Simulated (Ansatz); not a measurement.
Ansatz results at the PBE0-D4/def2-TZVP geometry: ideal-gas entropy at 298 K and 1 bar (rigid rotor, harmonic PBE0-D4/def2-TZVP) 349 J/(mol·K); LUMO energy (PBE/def2-TZVPP) -2.56 eV; LUMO energy (ωB97M-V/def2-TZVPP) 0.97 eV.

Each molecule was computed in one conformer, which needn't be the lowest.

(1) Which molecule gave them?
A. `FC(F)[C@H]1O[C@H]1F`
B. `COCCOC`
C. `C#CCOC`
D. `O=CCC(F)(F)F`

## Answers

(1) D. The others give `FC(F)[C@H]1O[C@H]1F`: 337, 0.00, 2.93; `COCCOC`: 362, 0.50, 2.79; `C#CCOC`: 317, -0.52, 2.44.
